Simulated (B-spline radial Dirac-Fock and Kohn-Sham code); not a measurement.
Ta³⁺ in Watson spheres of different radius

The computed values come from a radial finite-basis atomic code: Dirac-Fock energy differences between relaxed states, corrected for Breit and QED terms. The ion, [Xe] 4f14 5d2, sits in a hollow sphere of charge Q = -3, a simple model of the Madelung potential. Inside the sphere an electron's potential energy is raised by the constant 14.40·|Q|/R eV, so binding energies fall by about that much as long as the orbitals stay inside.

| radius (Å) | 14.40 |Q|/R (eV) | 1s (eV) | 2s (eV) | 2p1/2 (eV) | 2p3/2 (eV) | 3s (eV) | 3p1/2 (eV) | 3p3/2 (eV) | 3d3/2 (eV) | 3d5/2 (eV) | 4s (eV) | 4p1/2 (eV) | 4p3/2 (eV) | 4d3/2 (eV) | 4d5/2 (eV) | 4f5/2 (eV) | 4f7/2 (eV) | 5s (eV) | 5p1/2 (eV) | 5p3/2 (eV) | 5d (eV) |
| --- | --- | --- | --- | --- | --- | --- | --- | --- | --- | --- | --- | --- | --- | --- | --- | --- | --- | --- | --- | --- | --- |
| 1.8 | 24.00 | 67423.9 | 11701.5 | 11150.1 | 9894.3 | 2728.1 | 2485.3 | 2211.5 | 1806.9 | 1748.4 | 585.3 | 484.7 | 421.8 | 256.5 | 245.0 | 37.96 | 36.08 | 88.83 | 56.80 | 47.79 | 10.16 |
| 2.2 | 19.64 | 67428.1 | 11705.7 | 11154.3 | 9898.5 | 2732.4 | 2489.6 | 2215.7 | 1811.1 | 1752.7 | 589.5 | 489.0 | 426.1 | 260.7 | 249.2 | 42.18 | 40.30 | 93.06 | 61.04 | 52.04 | 14.37 |

From the smallest to the largest radius 1s moves by +4.2 eV, while the constant potential alone would give +4.4 eV; the difference comes from charge outside the sphere and its screening.
